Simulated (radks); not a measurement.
The numbers below are computed, except where a source is named.
Species: Cd+. Configuration: [Kr] 4d9.5 5s1 5p0.5 (fractional occupations, a model configuration).

Level of theory: Dirac Kohn-Sham, PBEsol, spin-unpolarised, spherical densities, finite nucleus; open shells fill j = l - 1/2 first; Fermi nuclear charge, rms radius 4.6087 fm (a radial shooting solver on a logarithmic mesh with Libxc functionals).

Energy parts (eV):
| part | energy |
|---|---|
| total | -152185.472 |
| kinetic | 159566.569 |
| electron-nucleus | -368758.451 |
| Hartree | 61133.151 |
| exchange-correlation | -4126.742 |

Orbitals (lengths in bohr, moments of r in powers of bohr; r(90%) holds 90 % of the orbital's charge):
orbital  occ.  eigenvalue (eV)     <r^2>  r(90%)  small-component weight
1s1/2       2        -26505.85  0.001251  0.0546                3.09e-02
2s1/2       2        -3944.783   0.02039   0.203                6.50e-03
2p1/2       2        -3673.901   0.01521   0.182                6.52e-03
2p3/2       4        -3481.604   0.01652   0.189                6.25e-03
3s1/2       2        -744.9698    0.1470   0.528                1.85e-03
3p1/2       2        -636.3876    0.1421   0.527                1.79e-03
3p3/2       4        -602.0434    0.1510   0.542                1.72e-03
3d3/2       4        -409.6821    0.1319   0.526                1.60e-03
3d5/2       6        -402.7000    0.1345   0.531                1.58e-03
4s1/2       2        -117.7920    0.8731    1.27                4.80e-04
4p1/2       2         -82.8905     1.004    1.38                4.22e-04
4p3/2       4         -77.0098     1.072    1.43                3.99e-04
4d3/2       4         -23.6535     1.843    1.96                2.54e-04
4d5/2     5.5         -22.9233     1.896    1.98                2.48e-04
5s1/2       1         -14.3197     7.482    3.79                6.07e-05
5p1/2     0.5          -8.4749     11.87    4.83                3.75e-05
5p3/2       0          -8.0886     12.69    5.00                3.51e-05

The highest occupied level is 5p1/2 at -8.475 eV. Summed over all electrons, <r^2> = 41.91 bohr^2, which gives a Langevin (diamagnetic) susceptibility term of -33.2 x 10^-6 cm^3/mol. The electron density at the nucleus is 1.593e+05 e/bohr^3. The density falls to 0.001 e/bohr^3 at r = 4.09 bohr.
